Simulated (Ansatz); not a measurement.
Born–Oppenheimer molecular dynamics of CH10Si3 (14 atoms, charge 0, multiplicity 1). It starts from a relaxed structure.

Method: RKS PBE0/6-31G in Ansatz 0.2.0.

```json
{
  "ensemble": "NVE (velocity Verlet)",
  "time step": "0.25 fs",
  "steps asked": "500",
  "starting velocities drawn for": "500 K",
  "seed": "113062"
}
```

First frame:

```xyz
14
Properties=species:S:1:pos:R:3
Si -0.004 0.039 -0.054
Si -0.100 -0.172 2.297
H -1.528 -0.253 2.771
H 0.621 -1.410 2.759
H 0.542 1.018 2.960
Si 2.241 0.088 -0.788
H 2.966 -1.169 -0.387
H 2.313 0.218 -2.288
H 2.970 1.261 -0.185
C -0.945 1.612 -0.634
H -1.992 1.566 -0.319
H -0.493 2.511 -0.205
H -0.915 1.694 -1.724
H -0.659 -1.183 -0.653
```

What does the run give?

The run went to its last step.

- steps done: 500
- time covered: 125 fs
- mean temperature over the second half: 275 K
- spread of the potential energy over the second half: 5.2 meV per atom
- mean potential energy of the second half above the start: 24.9 meV per atom

The conserved energy stayed within 0.045 meV per atom of its start (net change 0.015 meV per atom), so the integration is sound. Over the second half the temperature averaged 0.55 of the 500 K drawn at the start: a run that starts near a minimum puts about half its kinetic energy into the potential. A run of 0.12 ps of so small a system gives no equilibrium averages. Limits of this set-up: no polarisation functions.

What happens to the structure?

The same pairs are bonded in the first frame and the last. Pairs count as bonded within 1.25 times the sum of covalent radii (0.12 Å more for H–H). The details hang on the random start.

How do temperature and energy run in time?


```json
{"time (fs)": "0", "T (K)": "500", "potential energy less start (eV)": "0.000", "conserved less start (meV/atom)": "0.00"}
{"time (fs)": "4", "T (K)": "321", "potential energy less start (eV)": "0.278", "conserved less start (meV/atom)": "0.04"}
{"time (fs)": "8", "T (K)": "307", "potential energy less start (eV)": "0.300", "conserved less start (meV/atom)": "0.02"}
{"time (fs)": "12", "T (K)": "214", "potential energy less start (eV)": "0.444", "conserved less start (meV/atom)": "0.04"}
{"time (fs)": "16", "T (K)": "370", "potential energy less start (eV)": "0.201", "conserved less start (meV/atom)": "0.01"}
{"time (fs)": "20", "T (K)": "337", "potential energy less start (eV)": "0.254", "conserved less start (meV/atom)": "0.03"}
{"time (fs)": "24", "T (K)": "326", "potential energy less start (eV)": "0.271", "conserved less start (meV/atom)": "0.02"}
{"time (fs)": "28", "T (K)": "200", "potential energy less start (eV)": "0.466", "conserved less start (meV/atom)": "0.04"}
{"time (fs)": "32", "T (K)": "285", "potential energy less start (eV)": "0.334", "conserved less start (meV/atom)": "0.01"}
{"time (fs)": "36", "T (K)": "283", "potential energy less start (eV)": "0.336", "conserved less start (meV/atom)": "0.02"}
{"time (fs)": "40", "T (K)": "283", "potential energy less start (eV)": "0.337", "conserved less start (meV/atom)": "0.02"}
{"time (fs)": "44", "T (K)": "200", "potential energy less start (eV)": "0.466", "conserved less start (meV/atom)": "0.03"}
{"time (fs)": "48", "T (K)": "199", "potential energy less start (eV)": "0.468", "conserved less start (meV/atom)": "0.02"}
{"time (fs)": "52", "T (K)": "208", "potential energy less start (eV)": "0.454", "conserved less start (meV/atom)": "0.02"}
{"time (fs)": "56", "T (K)": "238", "potential energy less start (eV)": "0.406", "conserved less start (meV/atom)": "0.03"}
{"time (fs)": "60", "T (K)": "252", "potential energy less start (eV)": "0.385", "conserved less start (meV/atom)": "0.02"}
{"time (fs)": "64", "T (K)": "221", "potential energy less start (eV)": "0.433", "conserved less start (meV/atom)": "0.03"}
{"time (fs)": "68", "T (K)": "222", "potential energy less start (eV)": "0.432", "conserved less start (meV/atom)": "0.02"}
{"time (fs)": "72", "T (K)": "214", "potential energy less start (eV)": "0.444", "conserved less start (meV/atom)": "0.03"}
{"time (fs)": "76", "T (K)": "314", "potential energy less start (eV)": "0.289", "conserved less start (meV/atom)": "0.02"}
{"time (fs)": "80", "T (K)": "258", "potential energy less start (eV)": "0.376", "conserved less start (meV/atom)": "0.03"}
{"time (fs)": "84", "T (K)": "293", "potential energy less start (eV)": "0.322", "conserved less start (meV/atom)": "0.02"}
{"time (fs)": "88", "T (K)": "215", "potential energy less start (eV)": "0.443", "conserved less start (meV/atom)": "0.03"}
{"time (fs)": "92", "T (K)": "319", "potential energy less start (eV)": "0.282", "conserved less start (meV/atom)": "0.01"}
{"time (fs)": "96", "T (K)": "281", "potential energy less start (eV)": "0.341", "conserved less start (meV/atom)": "0.04"}
{"time (fs)": "100", "T (K)": "363", "potential energy less start (eV)": "0.213", "conserved less start (meV/atom)": "0.01"}
{"time (fs)": "104", "T (K)": "234", "potential energy less start (eV)": "0.414", "conserved less start (meV/atom)": "0.04"}
{"time (fs)": "108", "T (K)": "321", "potential energy less start (eV)": "0.277", "conserved less start (meV/atom)": "0.01"}
{"time (fs)": "112", "T (K)": "231", "potential energy less start (eV)": "0.418", "conserved less start (meV/atom)": "0.04"}
{"time (fs)": "116", "T (K)": "335", "potential energy less start (eV)": "0.256", "conserved less start (meV/atom)": "0.01"}
{"time (fs)": "120", "T (K)": "262", "potential energy less start (eV)": "0.369", "conserved less start (meV/atom)": "0.03"}
{"time (fs)": "124", "T (K)": "336", "potential energy less start (eV)": "0.254", "conserved less start (meV/atom)": "0.01"}
```

Run time: 38 min on 1 thread of Arm Neoverse V1, on a shared host, peak memory 0.16 GiB.
